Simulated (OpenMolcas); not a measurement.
Re4+: moving the ligands

Re4+ with 4 ligands (oxide) in tetrahedral coordination (Td) at 1.88 Å. A charge of +1 e stands 3.2 Å behind each ligand. Ligand basis ANO-RCC-VDZP.
```
Re    0.0000    0.0000    0.0000
O     1.0854    1.0854    1.0854
O     1.0854   -1.0854   -1.0854
O    -1.0854    1.0854   -1.0854
O    -1.0854   -1.0854    1.0854
```

```json
{
  "Program": "OpenMolcas 26.06",
  "Method": "SS-CASPT2, IPEA 0.25 Eh, imaginary shift 0.1 Eh (the 28 lowest orbitals frozen, all others correlated)",
  "Basis": "ANO-RCC-VDZP [7s6p4d2f1g]",
  "Scalar Hamiltonian": "DKH2, point nucleus",
  "Active space": "3 electrons in 5 orbitals (5d)",
  "State averaging": "2S+1 = 4 even, 10 roots; 2S+1 = 2 even, 40 roots",
  "Spin-orbit coupling": "RASSI with atomic mean-field integrals over the reference wave functions"
}
```

Runs around this geometry, states (labels of Td). Energies in cm-1 above the lowest state or level, χT in cm3 K/mol; under a threefold ground state the first gap can be a small split of the lowest multiplet, not the spin-orbit step.

```tsv
R (Å)	Ground state	First state of that spin	First gap with spin-orbit (degeneracies)	χT at 300 K	First state of another spin
1.86	2E	8270	4370 (4, 2)	0.354	4T1 1050
1.88	2E	8070	4270 (4, 2)	0.349	4T1 800
2	4T1	4T2 9510	3830 (4, 2)	0.319	2E 650
```

The ground state changes within this set.

Roots that are degenerate in the reference are averaged as groups; the widest CASPT2 spread within a group is 400 cm-1 (the 3-fold group of multiplicity 2 near 9860 cm-1 above the lowest state of its run, R = 1.86). Shifts and gaps below about the spread of the groups concerned are not significant. Over all roots computed the reference weight is 0.67 to 0.69 in R = 1.86, 0.67 to 0.69 in R = 1.88, 0.66 to 0.68 in R = 2; a low but even weight reflects the number of correlated electrons. The oxide ions are held by bare point charges, a crude embedding. Ligand-to-metal charge-transfer states are missing. These CASPT2 states fit no ligand-field parameters well, so their order and spin gaps are uncertain. With no ligand orbital active B as a rule stays too high, so bands that hang on it stand too high and its fall with covalency is understated. With one d shell and no ligand orbital active, 10Dq can be off by a tenth or more. Spin-orbit coupling mixes the spin-free states strongly: the lowest level takes only 46 % from its leading state, 4T1, which lies 1048 cm-1 above the lowest spin-free state (figures for R = 1.86; the like holds for R = 1.88, R = 2). An orbital doublet at a regular site is open to a Jahn-Teller distortion, which this geometry leaves out (holds for R = 1.86; R = 1.88). This shell can be high or low spin here, a state of another spin lies low, and with metal d orbitals alone active their balance is uncertain, so the ground spin may be wrong, although the usual error favours high spin (holds for R = 1.86; R = 1.88). The least metal-like active orbital is 66 % on the metal (Löwdin) and no ligand orbital is active, so the numbers are rough, and ground spin, moment and any spin crossover can be artefacts of this space; highly charged d ions in such sites are as a rule low spin (holds for R = 1.86). The least metal-like active orbital is 67 % on the metal (Löwdin) and no ligand orbital is active, so the numbers are rough, and ground spin, moment and any spin crossover can be artefacts of this space; highly charged d ions in such sites are as a rule low spin (holds for R = 1.88). This shell can be high or low spin here, a state of another spin lies low, and with metal d orbitals alone active their balance is uncertain, so the ground spin may be wrong (holds for R = 2). The least metal-like active orbital is 72 % on the metal (Löwdin) and no ligand orbital is active, so the numbers are rough (holds for R = 2). No measured value stands beside these numbers; the geometry was imposed, not optimised, and the real ion may take another.
